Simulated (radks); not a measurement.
Results of a calculation; reference values are marked as such.
Ag XX, configuration [Ar] 3d10. Level of theory: non-relativistic Kohn-Sham, LDA (Slater exchange, VWN5 correlation), spin-polarised, spherical densities, point nucleus; relativity is left out, which matters for an element this heavy (a radial shooting solver on a logarithmic mesh with Libxc functionals).

Local quantities along the radius. ELF = 1/(1 + alpha^2) is the electron localisation function; alpha = (tau - tau_W)/tau_unif compares the Pauli kinetic energy density with that of the uniform gas (summed over spins); 4 pi r^2 rho is in e/bohr.

r (bohr),ELF,alpha,4 pi r^2 rho
0.001071,1.000,0.01867,0.9447
0.001198,1.000,0.01897,1.168
0.00134,1.000,0.01931,1.442
0.001499,1.000,0.01970,1.777
0.001676,1.000,0.02015,2.186
0.001875,1.000,0.02066,2.685
0.002097,1.000,0.02125,3.289
0.002346,1.000,0.02192,4.020
0.002624,0.999,0.02271,4.900
0.002935,0.999,0.02362,5.954
0.003283,0.999,0.02468,7.209
0.003642,0.999,0.02584,8.582
0.004074,0.999,0.02729,10.31
0.004557,0.999,0.02902,12.33
0.005097,0.999,0.03109,14.66
0.005701,0.999,0.03357,17.33
0.006377,0.999,0.03660,20.36
0.007132,0.998,0.04030,23.73
0.007978,0.998,0.04489,27.43
0.008923,0.997,0.05066,31.42
0.009981,0.997,0.05798,35.63
0.01116,0.995,0.06742,39.94
0.01249,0.994,0.07978,44.22
0.01397,0.991,0.09621,48.28
0.01562,0.986,0.1185,51.93
0.01747,0.978,0.1491,54.94
0.01954,0.964,0.1919,57.12
0.02186,0.940,0.2527,58.32
0.02445,0.897,0.3394,58.46
0.02735,0.824,0.4627,57.60
0.03059,0.713,0.6338,55.94
0.03421,0.576,0.8571,53.88
0.03796,0.454,1.097,52.03
0.04246,0.358,1.340,50.69
0.0475,0.313,1.482,50.57
0.05312,0.320,1.458,52.08
0.05942,0.377,1.286,55.32
0.06646,0.475,1.052,59.98
0.07434,0.587,0.8385,65.29
0.08315,0.681,0.6848,70.15
0.093,0.738,0.5965,73.36
0.104,0.754,0.5707,73.95
0.1164,0.728,0.6109,71.52
0.1301,0.651,0.7317,66.51
0.1456,0.526,0.9490,60.19
0.1628,0.396,1.235,54.32
0.1821,0.321,1.454,50.56
0.2037,0.328,1.431,49.82
0.2278,0.415,1.186,51.80
0.2548,0.550,0.9042,55.01
0.285,0.673,0.6971,57.27
0.3188,0.751,0.5758,56.60
0.3566,0.787,0.5203,52.03
0.3957,0.791,0.5143,44.58
0.4426,0.765,0.5541,34.45
0.495,0.702,0.6522,24.03
0.5537,0.586,0.8397,14.99
0.6193,0.415,1.187,8.288
0.6927,0.226,1.850,4.014
0.7748,0.089,3.202,1.682
0.8667,0.025,6.200,0.6009
0.9694,0.005,13.54,0.1802
1.084,0.001,33.69,0.04456
1.213,0.000,96.45,0.008906

On this mesh the ELF has minima near r = 0.047, 0.18 bohr, which separate the shells, and maxima near 0.10 (0.75), 0.40 (0.79).
